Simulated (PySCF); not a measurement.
C4H6Ge, SMILES C(#C)[C]([GeH3])=C.

The structure is a stationary point at PBE0-D3(BJ)/def2-SVP. The structure was generated by enumeration, and PubChem lists no compound with its InChIKey, so it may never have been made.

Method: PBE/def2-TZVP run with PySCF.

Symmetry labels are those of the subgroup Cs that the program uses (full group Cs).

Computed valence orbital energies around the gap with their symmetry:
| orbital | symmetry | energy (eV) |
|---|---|---|
| HOMO−7 | A' | -11.53 |
| HOMO−6 | A' | -10.65 |
| HOMO−5 | A" | -8.95 |
| HOMO−4 | A' | -8.52 |
| HOMO−3 | A' | -8.16 |
| HOMO−2 | A" | -7.94 |
| HOMO−1 | A' | -6.59 |
| HOMO | A" | -6.20 |
| LUMO | A" | -2.14 |
| LUMO+1 | A' | -0.48 |
| LUMO+2 | A' | 0.16 |
| LUMO+3 | A' | 0.54 |
